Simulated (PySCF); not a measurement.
C₇H₈OSe, SMILES COc1ccc([SeH])cc1, GFN2-xTB optimised geometry.

```
17

C     -2.98    -1.04     0.01
O     -2.20     0.13     0.00
C     -0.85     0.01     0.00
C     -0.13     1.21     0.00
C      1.25     1.20     0.00
C      1.94     0.00     0.00
Se     3.85    -0.07     0.00
C      1.23    -1.20     0.00
C     -0.15    -1.20     0.00
H     -2.81    -1.65    -0.88
H     -4.02    -0.70     0.02
H     -2.79    -1.64     0.91
H     -0.68     2.14     0.00
H      1.79     2.14     0.00
H      4.02     1.37     0.01
H      1.77    -2.14     0.00
H     -0.67    -2.14     0.00
```

Density from CAM-B3LYP/def2-SVP run with PySCF at that geometry.

Minimum of the electron density along straight lines between bonded atoms, close to the bond critical point (lines longer than 1.1 times the sum of covalent radii, or with two minima, are not listed):

| bond | length / Å | ρ at the minimum / e bohr⁻³ | ∇²ρ there / e bohr⁻⁵ | position (fraction from the first atom) |
|---|---|---|---|---|
| C1–O2 | 1.407 | 0.256 | -0.37 | 0.34 |
| O2–C3 | 1.361 | 0.287 | -0.34 | 0.67 |
| C3–C4 | 1.397 | 0.312 | -0.82 | 0.51 |
| C4–C5 | 1.377 | 0.317 | -0.82 | 0.50 |
| C5–C6 | 1.389 | 0.310 | -0.79 | 0.49 |
| C6–Se7 | 1.919 | 0.156 | -0.18 | 0.49 |
| C6–C8 | 1.385 | 0.313 | -0.80 | 0.51 |
| C3–C9 | 1.391 | 0.312 | -0.80 | 0.51 |
| C8–C9 | 1.383 | 0.312 | -0.80 | 0.50 |
| C1–H10 | 1.095 | 0.280 | -1.07 | 0.64 |
| C1–H11 | 1.089 | 0.285 | -1.12 | 0.64 |
| C1–H12 | 1.095 | 0.280 | -1.07 | 0.64 |
| C4–H13 | 1.079 | 0.284 | -1.10 | 0.64 |
| C5–H14 | 1.081 | 0.283 | -1.09 | 0.63 |
| Se7–H15 | 1.446 | 0.182 | -0.22 | 0.61 |
| C8–H16 | 1.082 | 0.283 | -1.09 | 0.63 |
| C9–H17 | 1.079 | 0.283 | -1.08 | 0.63 |
